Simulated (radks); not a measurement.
Question: All-electron atom: Sn III in [Kr] 4d10 5s1 4f1 (not the ground configuration). Method: scalar-relativistic Kohn-Sham, r2SCAN, spin-polarised, spherical densities, finite nucleus; open shells are filled with parallel spins first (spin-orbit coupling, left out, can overturn this in heavy ions); meta-GGA in the generalised Kohn-Sham scheme; Fermi nuclear charge, rms radius 4.6519 fm; computed with a radial shooting solver on a logarithmic mesh with Libxc functionals. Some entries of the table are withheld. Estimate them.

orbital,occ.,eigenvalue (hartree),<r> (bohr)
1s up,1,-1069.079,0.02906
1s down,1,-1069.078,0.02906
2s down,1,-162.7035,0.1255
2s up,1,-162.7034,0.1255
2p up,3,-146.0392,0.1096
2p down,3,-146.0389,0.1096
3s up,1,-32.33063,0.3386
3s down,1,-32.32903,0.3386
3p up,3,-26.84508,0.3372
3p down,3,-26.84342,0.3372
3d up,5,-18.41697,0.3146
3d down,5,-18.41565,0.3146
4s up,1,-5.91906,0.8205
4s down,1,-5.91493,0.8203
4p up,3,-4.25560,(1)
4p down,3,-4.25083,(2)
4d up,5,-1.83706,1.085
4d down,5,-1.82323,1.073
5s up,1,-1.13310,2.147
5s down,0,-1.04679,2.130
4f up,1,-0.23286,5.262

Answer: 
(1) 4p up <r> (bohr): 0.8869
(2) 4p down <r> (bohr): 0.8856
